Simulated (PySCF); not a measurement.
`InChI=1S/C4H4N2S/c1-2-4-6-5-3-7-4/h2-3H,1H2`

Cartesian coordinates in Å; atom numbers follow the order of the lines, from 1:
```xyz
11

C    -2.167   -0.264    0.141
C    -1.181    0.627   -0.015
C     0.229    0.256   -0.025
N     0.684   -0.961    0.108
N     2.019   -1.044    0.066
C     2.597    0.107   -0.099
S     1.499    1.431   -0.219
H    -3.213    0.051    0.142
H    -1.942   -1.326    0.270
H    -1.407    1.689   -0.144
H     3.679    0.234   -0.157
```

Method used: UKS PBE0/def2-SVP four-point reorganisation energy, gas phase in PySCF. Geometry: PBE0/def2-SVP.

Q: What is the inner reorganisation energy for hole transfer, with the ionisation energy?

A: λ = 0.266 (surface of the oxidised species) + 0.273 (surface of the starting species) = 0.539 eV. The ionisation energy is 9.25 eV vertical and 8.99 eV adiabatic without zero-point energy; at the relaxed geometry of the oxidised species the two energies differ by 8.71 eV. Largest bond changes: N4–N5 1.338 → 1.284 Å, C3–N4 1.306 → 1.359 Å, C2–C3 1.458 → 1.407 Å, N5–C6 1.299 → 1.347 Å, C1–C2 1.338 → 1.385 Å. ⟨S²⟩ of the relaxed oxidised species 0.775.

Q: What is the inner reorganisation energy for electron transfer, with the electron affinity?

A: λ = 0.227 (surface of the reduced species) + 0.228 (surface of the starting species) = 0.455 eV. The electron affinity is -0.11 eV vertical and 0.12 eV adiabatic without zero-point energy; at the relaxed geometry of the reduced species the two energies differ by 0.35 eV. Largest bond changes: S7–C3 1.742 → 1.799 Å, C3–N4 1.306 → 1.355 Å, C2–C3 1.458 → 1.409 Å, C1–C2 1.338 → 1.385 Å, C6–S7 1.724 → 1.761 Å. ⟨S²⟩ of the relaxed reduced species 0.773.

The highest occupied orbital of the reduced species is unbound in this basis, so its energies are rough.
